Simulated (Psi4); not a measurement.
C2H7AlO, triplet, geometry from GFN2-xTB (such geometries of metal compounds can be far from the true shape) (a higher spin typed on purpose: for a closed-shell molecule this is an excited state); BLYP/cc-pVDZ (Psi4).

Input for Psi4:
```
memory 2 GB

molecule mol {
0 3
  Al   -0.219002    0.055926   -0.148551
  C    -1.388145   -1.830206    0.382372
  H    -0.803359   -2.682541    0.058550
  H    -2.331104   -1.767557   -0.149284
  H    -1.534779   -1.835914    1.455580
  C     0.520910    2.051669   -0.970627
  H     1.431702    1.862237   -1.525498
  H     0.700282    2.708864   -0.128468
  H    -0.266375    2.430867   -1.612613
  O     1.120823   -0.286221    0.760266
  H     1.887483   -0.482000    1.280300
}

set basis cc-pvdz
set reference uks
set dft_nuclear_scheme stratmann

energy('blyp')
print_variables()
```

It wrote (shortened):

```
   => Loading Basis Set <=

    Name: CC-PVDZ
    Role: ORBITAL
    Keyword: BASIS

         ---------------------------------------------------------
                                   SCF
               by Justin Turney, Rob Parrish, Andy Simmonett
                          and Daniel G. A. Smith
                              UKS Reference
         ---------------------------------------------------------

  ==> Geometry <==

    Molecular point group: c1
    Full point group: C1

    Geometry (in Angstrom), charge = 0, multiplicity = 3:

       Center              X                  Y                   Z               Mass
    ------------   -----------------  -----------------  -----------------  -----------------
         AL          -0.228299676120     0.058300244277    -0.154857791134    26.981538530000
         C           -1.397442676120    -1.827831755723     0.376065208866    12.000000000000
         H           -0.812656676120    -2.680166755723     0.052243208866     1.007825032230
         H           -2.340401676120    -1.765182755723    -0.155590791134     1.007825032230
         H           -1.544076676120    -1.833539755723     1.449273208866     1.007825032230
         C            0.511612323880     2.054043244277    -0.976933791134    12.000000000000
         H            1.422404323880     1.864611244277    -1.531804791134     1.007825032230
         H            0.690984323880     2.711238244277    -0.134774791134     1.007825032230
         H           -0.275672676120     2.433241244277    -1.618919791134     1.007825032230
         O            1.111525323880    -0.283846755723     0.753959208866    15.994914619570
         H            1.878185323880    -0.479625755723     1.273993208866     1.007825032230

  Running in c1 symmetry.

  Rotational constants: A =      0.31567  B =      0.10095  C =      0.07880 [cm^-1]
  Rotational constants: A =   9463.40046  B =   3026.53869  C =   2362.36781 [MHz]
  Nuclear repulsion =  146.777261975383681

  Charge       = 0
  Multiplicity = 3
  Electrons    = 40
  Nalpha       = 21
  Nbeta        = 19

  ==> Algorithm <==

  SCF Algorithm Type is DF.
  DIIS enabled.
  MOM disabled.
  Fractional occupation disabled.
  Guess Type is SAD.
  Energy threshold   = 1.00e-06
  Density threshold  = 1.00e-06
  Integral threshold = 1.00e-12

  ==> Primary Basis <==

  Basis Set: CC-PVDZ
    Blend: CC-PVDZ
    Number of shells: 47
    Number of basis functions: 95
    Number of Cartesian functions: 99
[...]
      Ntotal   =   40.0000223149 ; deviation = 2.231e-05

   @Spin Contamination Metric:   4.662727732E-03
   @S^2 Expected:                2.000000000E+00
   @S^2 Observed:                2.004662728E+00
   @S   Expected:                1.000000000E+00
   @S   Observed:                1.000000000E+00

    Orbital Energies [Eh]
    ---------------------

    Alpha Occupied:

[...]
    Alpha Virtual:

[...]
    Beta Occupied:

[...]
      19A     -0.234859

    Beta Virtual:

[...]
      95A      3.550429

    Final Occupation by Irrep:
              A
    DOCC [    19 ]
    SOCC [     2 ]
    NA   [    21 ]
    NB   [    19 ]

  @DF-UKS Final Energy:  -397.89750207650195

   => Energetics <=

    Nuclear Repulsion Energy =            146.7772619753836807
    One-Electron Energy =                -839.2532834126770922
    Two-Electron Energy =                 335.1911833376012169
    DFT Exchange-Correlation Energy =     -40.6126639768097419
    Empirical Dispersion Energy =           0.0000000000000000
    VV10 Nonlocal Energy =                  0.0000000000000000
    Total Energy =                       -397.8975020765019508

  UHF NO Occupations:
  HONO-2 :   19  A 1.9988836
  HONO-1 :   20  A 1.0000000
  HONO-0 :   21  A 1.0000000
  LUNO+0 :   22  A 0.0011164
  LUNO+1 :   23  A 0.0004155
  LUNO+2 :   24  A 0.0001508
  LUNO+3 :   25  A 0.0001332

Computation Completed

Properties will be evaluated at   0.000000,   0.000000,   0.000000 [a0]

Properties computed using the SCF density matrix

 Multipole Moments:

 ------------------------------------------------------------------------------------
     Multipole            Electronic (a.u.)      Nuclear  (a.u.)        Total (a.u.)
 ------------------------------------------------------------------------------------

 L = 1.  Multiply by 2.5417464519 to convert [e a0] to [Debye]
 Dipole X            :          1.2499649           -0.7028062            0.5471587
 Dipole Y            :         -0.3195600            0.1794744           -0.1400856
 Dipole Z            :          0.8480820           -0.4767205            0.3713614
 Magnitude           :                                                    0.6759556

 ------------------------------------------------------------------------------------

  Variable Map:
  ----------------------------------------------------------------------------
[...]
  Array Variable Map:
  ----------------------------------------------------------------------------
[...]
[...]
```
